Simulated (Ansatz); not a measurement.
Cartesian coordinates (Å):
```xyz
10

C     -1.4510     1.3885    -0.8181
C     -0.8822     0.5565    -0.1451
C     -0.1810    -0.4360     0.6245
S     -1.1226    -1.9862     0.8839
S      1.4097    -1.0009    -0.1643
S      2.4475     0.7272    -0.5697
H     -1.9582     2.1246    -1.4073
H      0.0481    -0.0727     1.6371
H     -1.4296    -2.1528    -0.4247
H      3.1193     0.8518     0.6078
```
Charge 0, multiplicity 1.

Calculation: frozen-core CCSD(T)/cc-pVTZ // PBE-D3(BJ)/def2-TZVP in Ansatz (an electronic-structure program).

```
Property                        Result
----------------------  --------------
HF energy               -1308.53494 Ha
MP2 correlation energy     -1.00012 Ha
```

Q: Estimate the CCSD correlation energy, the (T) correction, the total energy and the T1 diagnostic.

A: 
```yaml
CCSD correlation energy: -1.05173 Ha
"(T) correction": -0.05589 Ha
CCSD(T) total energy: -1309.64256 Ha
T1 diagnostic: 0.013
```
